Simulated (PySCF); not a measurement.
PySCF input for C3H4ClF, SMILES F/C(=C/Cl)C, TDDFT-PBE/def2-SVPD. The structure is a stationary point at PBE-D3(BJ)/def2-SVP.

```python
import numpy as np
from pyscf import gto, scf, dft, tdscf

mol = gto.M(
    atom='''
    C    -1.37401928   -1.12653889    0.00000000
    C     0.09054536   -0.87017670   -0.00000000
    F     0.84267879   -1.99601759   -0.00000000
    C     0.74683434    0.30832501    0.00000000
    Cl   -0.05588043    1.84486852   -0.00000000
    H    -1.66173962   -1.71950818    0.89331019
    H    -1.93604317   -0.17575419   -0.00000000
    H    -1.66173963   -1.71950818   -0.89331020
    H     1.84521818    0.34650756   -0.00000000
    ''',
    basis='def2-SVPD',
    charge=0,
    spin=0,
    symmetry=True,
    max_memory=1600,
    verbose=4,
)
mf = dft.RKS(mol, xc='pbe').density_fit(auxbasis='def2-universal-jkfit')
mf.grids.level = 3
mf.conv_tol = 1e-9
mf.max_cycle = 100
mf.kernel()
mf.grids = dft.Grids(mol).set(level=1).build(with_non0tab=True)  # coarser grid for the response kernel
td = tdscf.TDDFT(mf)
td.singlet = True
td.nstates = 10
td.conv_tol = 1e-4
td.positive_eig_threshold = 1e-6
td.kernel(x0=td.get_init_guess(mf, 15))
td.analyze()
tt = tdscf.TDA(mf)
tt.singlet = False
tt.nstates = 4
tt.conv_tol = 1e-4
tt.positive_eig_threshold = 1e-6
tt.kernel(x0=tt.get_init_guess(mf, 9))
tt.analyze(verbose=3)
```

Output:

```
PySCF version 2.14.0

[INPUT] verbose = 4
[INPUT] num. atoms = 9
[INPUT] num. electrons = 48
[INPUT] charge = 0
[INPUT] spin (= nelec alpha-beta = 2S) = 0
[INPUT] symmetry True subgroup None
[INPUT] Mole.unit = angstrom
[INPUT] Symbol           X                Y                Z      unit          X                Y                Z       unit  Magmom
[INPUT]  1 C     -1.374019280000  -1.126538890000   0.000000000000 AA   -2.596520129072  -2.128849970772   0.000000000000 Bohr   0.0
[INPUT]  2 C      0.090545360000  -0.870176700000   0.000000000000 AA    0.171105932250  -1.644395642978   0.000000000000 Bohr   0.0
[INPUT]  3 F      0.842678790000  -1.996017590000   0.000000000000 AA    1.592432124080  -3.771926584914   0.000000000000 Bohr   0.0
[INPUT]  4 C      0.746834340000   0.308325010000   0.000000000000 AA    1.411312363020   0.582649826254   0.000000000000 Bohr   0.0
[INPUT]  5 Cl    -0.055880430000   1.844868520000   0.000000000000 AA   -0.105598708423   3.486296238632   0.000000000000 Bohr   0.0
[INPUT]  6 H     -1.661739620000  -1.719508180000   0.893310190000 AA   -3.140232772139  -3.249399529149   1.688111603383 Bohr   0.0
[INPUT]  7 H     -1.936043170000  -0.175754190000   0.000000000000 AA   -3.658591356635  -0.332127284345   0.000000000000 Bohr   0.0
[INPUT]  8 H     -1.661739630000  -1.719508180000  -0.893310200000 AA   -3.140232791036  -3.249399529149  -1.688111622280 Bohr   0.0
[INPUT]  9 H      1.845218180000   0.346507560000   0.000000000000 AA    3.486957000268   0.654804388491   0.000000000000 Bohr   0.0

nuclear repulsion = 209.010475247198
point group symmetry = Cs
symmetry origin: [ 3.14954352e-09  2.36215760e-09 -3.93692944e-10]
symmetry axis x: [1.00000000e+00 1.07546805e-09 7.92331550e-10]
symmetry axis y: [ 1.07546805e-09 -1.00000000e+00 -1.55031306e-10]
symmetry axis z: [-7.92331549e-10 -1.55031417e-10  1.00000000e+00]
num. orbitals of irrep A' = 97
num. orbitals of irrep A" = 45
number of shells = 60
number of NR pGTOs = 208
number of NR cGTOs = 142
basis = def2-SVPD
ecp = {}


******** <class 'pyscf.df.df_jk.DFSymAdaptedRKS'> ********
method = DFSymAdaptedRKS
initial guess = minao
damping factor = 0
level_shift factor = 0
DIIS = <class 'pyscf.scf.diis.CDIIS'>
diis_start_cycle = 1
diis_space = 8
diis_damp = 0
SCF conv_tol = 1e-09
SCF conv_tol_grad = None
SCF max_cycles = 100
direct_scf = False
XC library pyscf.dft.libxc version 7.1.2
    S. Lehtola, C. Steigemann, M. J. T. Oliveira, and M. A. L. Marques,  SoftwareX 7, 1–5 (2018)
XC functionals = pbe
    J. P. Perdew, K. Burke, and M. Ernzerhof,  Phys. Rev. Lett. 77, 3865 (1996)
    J. P. Perdew, K. Burke, and M. Ernzerhof,  Phys. Rev. Lett. 78, 1396 (1997)
    J. P. Perdew, K. Burke, and M. Ernzerhof,  Phys. Rev. Lett. 77, 3865 (1996)
    J. P. Perdew, K. Burke, and M. Ernzerhof,  Phys. Rev. Lett. 78, 1396 (1997)
radial grids:
    Treutler-Ahlrichs [JCP 102, 346 (1995); DOI:10.1063/1.469408] (M4) radial grids

becke partition: Becke, JCP 88, 2547 (1988); DOI:10.1063/1.454033
pruning grids: <function nwchem_prune>
grids dens level: 3
symmetrized grids: True
atomic radii adjust function: <function treutler_atomic_radii_adjust>
small_rho_cutoff = 0
Freeze 0 electrons in irreps []
    48 free electrons in irreps A' A"
Set gradient conv threshold to 3.16228e-05
Initial guess from minao.
tot grids = 114728
init E= -676.362715829356
HOMO (A") = -0.261993855848478  LUMO (A") = -0.0711842555388937  gap/eV = 5.19219
cycle= 1 E= -675.980792157639  delta_E= 0.382  |g|= 0.446  |ddm|= 4.62
HOMO (A") = -0.190372822351245  LUMO (A") = -0.0261468754345291  gap/eV = 4.46882
cycle= 2 E= -675.923811466264  delta_E= 0.057  |g|= 0.72  |ddm|= 1.13
HOMO (A") = -0.212412783715009  LUMO (A") = -0.0349521331503198  gap/eV = 4.82895
cycle= 3 E= -676.020612296195  delta_E= -0.0968  |g|= 0.12  |ddm|= 0.621
HOMO (A") = -0.220279335643524  LUMO (A") = -0.0434625241125643  gap/eV = 4.81143
cycle= 4 E= -676.023288150152  delta_E= -0.00268  |g|= 0.0428  |ddm|= 0.168
HOMO (A") = -0.220229357816268  LUMO (A") = -0.0423356806325841  gap/eV = 4.84073
cycle= 5 E= -676.023673196706  delta_E= -0.000385  |g|= 0.0172  |ddm|= 0.0739
HOMO (A") = -0.219671037078055  LUMO (A") = -0.0420909186246439  gap/eV = 4.83220
cycle= 6 E= -676.023740535458  delta_E= -6.73e-05  |g|= 0.00731  |ddm|= 0.0308
HOMO (A") = -0.219553559677837  LUMO (A") = -0.0420277760781125  gap/eV = 4.83072
cycle= 7 E= -676.023753952899  delta_E= -1.34e-05  |g|= 0.000993  |ddm|= 0.0119
HOMO (A") = -0.219618160653182  LUMO (A") = -0.0420476362696607  gap/eV = 4.83194
cycle= 8 E= -676.023754193921  delta_E= -2.41e-07  |g|= 0.000309  |ddm|= 0.00219
HOMO (A") = -0.219634447782108  LUMO (A") = -0.0420746289937348  gap/eV = 4.83165
cycle= 9 E= -676.023754219168  delta_E= -2.52e-08  |g|= 9.51e-05  |ddm|= 0.000646
HOMO (A") = -0.219623735805103  LUMO (A") = -0.0420628124690334  gap/eV = 4.83168
cycle= 10 E= -676.023754221345  delta_E= -2.18e-09  |g|= 2.55e-05  |ddm|= 0.000238
HOMO (A") = -0.219626947004437  LUMO (A") = -0.0420660244300346  gap/eV = 4.83168
cycle= 11 E= -676.023754221496  delta_E= -1.51e-10  |g|= 1.24e-05  |ddm|= 0.000113
HOMO (A") = -0.21962489565716  LUMO (A") = -0.0420641927253396  gap/eV = 4.83167
Extra cycle  E= -676.023754221446  delta_E= 5.05e-11  |g|= 2e-05  |ddm|= 5.92e-05
converged SCF energy = -676.023754221446
tot grids = 37048
Overwritten attributes  positive_eig_threshold  of <class 'pyscf.tdscf.rks.CasidaTDDFT'>


******** <class 'pyscf.tdscf.rks.CasidaTDDFT'> for <class 'pyscf.df.df_jk.DFSymAdaptedRKS'> ********
nstates = 10 singlet
deg_eia_thresh = 1.000e-03
wfnsym = None
conv_tol = 0.0001
eigh lindep = 1e-12
eigh level_shift = 0
eigh max_cycle = 100


Excitation energies (eV)
[5.62738303 6.07276454 6.21283417 6.60736938 6.7301774  7.28646285
 7.43118908 7.57250917 7.63405177 7.82738192]

** Singlet excitation energies and oscillator strengths **
Excited State   1:   A"      5.62738 eV    220.32 nm  f=0.0017
      24 -> 26       -0.70538
Excited State   2:   A"      6.07276 eV    204.16 nm  f=0.0033
      24 -> 27       -0.70689
Excited State   3:   A'      6.21283 eV    199.56 nm  f=0.2824
      22 -> 25       -0.15943
      24 -> 25        0.67363
Excited State   4:   A"      6.60737 eV    187.65 nm  f=0.0000
      23 -> 25        0.70349
Excited State   5:   A"      6.73018 eV    184.22 nm  f=0.0005
      24 -> 28        0.70256
Excited State   6:   A"      7.28646 eV    170.16 nm  f=0.0001
      24 -> 29       -0.70546
Excited State   7:   A'      7.43119 eV    166.84 nm  f=0.0046
      23 -> 26        0.70135
Excited State   8:   A"      7.57251 eV    163.73 nm  f=0.0055
      24 -> 30       -0.70484
Excited State   9:   A'      7.63405 eV    162.41 nm  f=0.0157
      24 -> 31       -0.69817
Excited State  10:   A'      7.82738 eV    158.40 nm  f=0.0185
      23 -> 27       -0.70193

** Transition electric dipole moments (AU) **
state          X           Y           Z        Dip. S.      Osc.
  1         0.0000     -0.0000     -0.1116      0.0125      0.0017
  2        -0.0000     -0.0000      0.1495      0.0224      0.0033
  3        -0.4474     -1.2865     -0.0000      1.8551      0.2824
  4        -0.0000     -0.0000      0.0083      0.0001      0.0000
  5         0.0000      0.0000     -0.0562      0.0032      0.0005
  6         0.0000      0.0000     -0.0217      0.0005      0.0001
  7        -0.1566     -0.0243      0.0000      0.0251      0.0046
  8         0.0000      0.0000     -0.1716      0.0294      0.0055
  9         0.2117     -0.1982     -0.0000      0.0841      0.0157
 10        -0.1878     -0.2476     -0.0000      0.0966      0.0185

** Transition velocity dipole moments (imaginary part, AU) **
state          X           Y           Z        Dip. S.      Osc.
  1         0.0000     -0.0000     -0.0260      0.0007      0.0022
  2         0.0000      0.0000      0.0296      0.0009      0.0026
  3        -0.0991     -0.2905     -0.0000      0.0942      0.2751
  4        -0.0000      0.0000      0.0047      0.0000      0.0001
  5        -0.0000     -0.0000     -0.0251      0.0006      0.0017
  6        -0.0000     -0.0000     -0.0013      0.0000      0.0000
  7        -0.0466     -0.0088      0.0000      0.0023      0.0055
  8        -0.0000      0.0000     -0.0537      0.0029      0.0069
  9         0.0651     -0.0641      0.0000      0.0083      0.0198
 10        -0.0508     -0.0697     -0.0000      0.0074      0.0172

** Transition magnetic dipole moments (imaginary part, AU) **
state          X           Y           Z
  1         0.1831      0.0335     -0.0000
  2        -0.0968     -0.4201     -0.0000
  3        -0.0000      0.0000      0.6847
  4        -0.1300      0.6870      0.0000
  5        -0.3439     -0.0756      0.0000
  6        -0.3266      0.1088     -0.0000
  7         0.0000     -0.0000      0.1786
  8         0.4343     -0.0717     -0.0000
  9         0.0000     -0.0000      0.1743
 10        -0.0000      0.0000     -0.8172
Overwritten attributes  positive_eig_threshold  of <class 'pyscf.tdscf.rks.TDA'>


******** <class 'pyscf.tdscf.rks.TDA'> for <class 'pyscf.df.df_jk.DFSymAdaptedRKS'> ********
nstates = 4 triplet
deg_eia_thresh = 1.000e-03
wfnsym = None
conv_tol = 0.0001
eigh lindep = 1e-12
eigh level_shift = 0
eigh max_cycle = 100


Excitation energies (eV)
[3.99295283 5.09703369 5.99058018 6.47135064]

** Triplet excitation energies and oscillator strengths **
Excited State   1:   A'      3.99295 eV    310.51 nm  f=0.0000
Excited State   2:   A"      5.09703 eV    243.25 nm  f=0.0000
Excited State   3:   A"      5.99058 eV    206.97 nm  f=0.0000
Excited State   4:   A"      6.47135 eV    191.59 nm  f=0.0000
```

The calculation finished and met its thresholds.

Cost: roughly 60 core-seconds.
